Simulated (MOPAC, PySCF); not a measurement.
Two rigid molecules brought together: HF ··· BF3 (SMILES F and FB(F)F). Monomers: optimised at B3LYP-D3(BJ) (def2-TZVP), held rigid. Orientation: lowest of the rigid-body minima from ten starts at GFN2-xTB (searched outside a hard wall at short contacts). The monomers approach along the line of their centres of mass (distance R); nothing else relaxes. The shortest distances reach bonding range, where SAPT0 and rigid monomers are unreliable. The table gives interaction energies.

```json
[
 {"R / Å": "1.77", "A": "39.46", "B": "-13.70", "C": "39.90"},
 {"R / Å": "2.01", "A": "15.32", "B": "-48.06", "C": "-11.82"},
 {"R / Å": "2.20", "A": "7.25", "B": "-52.47", "C": "-26.70"},
 {"R / Å": "2.39", "A": "2.70", "B": "-48.15", "C": "-30.30"},
 {"R / Å": "2.62", "A": "-0.43", "B": "-39.11", "C": "-28.03"},
 {"R / Å": "2.78", "A": "-1.65", "B": "-32.71", "C": "-24.90"},
 {"R / Å": "3.09", "A": "-2.72", "B": "-22.04", "C": "-18.24"},
 {"R / Å": "3.41", "A": "-2.89", "B": "-13.47", "C": "-11.82"},
 {"R / Å": "3.93", "A": "-2.36", "B": "-4.90", "C": "-4.66"},
 {"R / Å": "4.57", "A": "-1.42", "B": "-1.48", "C": "-1.58"},
 {"R / Å": "5.59", "A": "-0.55", "B": "-0.52", "C": "-0.60"},
 {"R / Å": "6.93", "A": "-0.25", "B": "-0.20", "C": "-0.24"}
]
```

Energies in kJ/mol.

Match the curves with the methods PM7, restricted, heats of formation (MOPAC); restricted B3LYP/6-31G*, spherical d, no counterpoise correction (PySCF); restricted LDA (SVWN5)/6-31G*, spherical d, no counterpoise correction run with PySCF 2.14.0.

A is PM7; B is RKS-LDA (SVWN5)/6-31G*; C is RKS-B3LYP/6-31G*.
